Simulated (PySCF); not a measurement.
Excited states of Sb³⁺ (antimony, charge +3)

Ground state [Kr] 4d10 5s2, ¹S. Calculation: PySCF 2.14, in aug-cc-pVTZ-PP with ECP28MDF; a scalar-relativistic core potential. Vertical excitation energies in eV without spin-orbit coupling; excited terms of each kind are numbered among those the solver found. Frozen: 4s2 4p6.

```csv
term,leading excitation,EOM-EE-CCSD
1 3P°,5s → p,8.186
1 1P°,5s → p,12.012
1 3D,5s → d,21.634
1 3S,5s → s,22.797
1 1S,5s → s,23.416
1 1D,5s → d,23.910
2 3P°,5s → p,26.256
2 1P°,5s → p,26.565
1 3F°,5s → f,28.666
1 1F°,5s → f,28.767
2 3D,5s → d,30.980
2 1D,5s → d,31.249
```

Doubly excited terms such as np² are absent. The solver can miss terms.
